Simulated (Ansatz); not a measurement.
Frontier orbitals of AsH₅OSi, SMILES `O[AsH][SiH3]`.

Z-matrix (Å, degrees):
```
Si
As 1 2.373
H 1 1.485 2 111.5
H 1 1.485 2 108.8 3 -121.1
H 1 1.488 2 107.7 3 120.7
O 2 1.814 1 94.8 3 44.2
H 2 1.531 1 91.6 3 -52.6
H 6 0.961 2 107.7 1 145.3
```

Total charge 0; spin multiplicity 1. Correlated methods include outer-core shells of As, which these sets cover unevenly. Scalar relativity is left out up to krypton. Geometry: relaxed with PBE0-D4/def2-TZVP. It is one conformer, not always the lowest. Basis def2-TZVPP, the Gaussian-basis code of Ansatz.

```csv
functional,HOMO (eV),LUMO (eV),gap (eV)
PBE,-6.10,-1.71,4.39
BLYP,-5.96,-1.60,4.36
r2SCAN,-6.35,-1.47,4.88
PBE0,-7.20,-0.82,6.38
r2SCANh,-6.75,-1.15,5.60
ωB97M-V,-9.27,1.05,10.32
```

Against PBE, PBE0 changes HOMO and LUMO by −1.10 and +0.89 eV, ωB97M-V by −3.18 and +2.76 eV. A gap of 4.39 eV thus becomes 10.33 eV for the same molecule, so an orbital gap means little without its functional. A positive LUMO is unbound and depends on the basis.
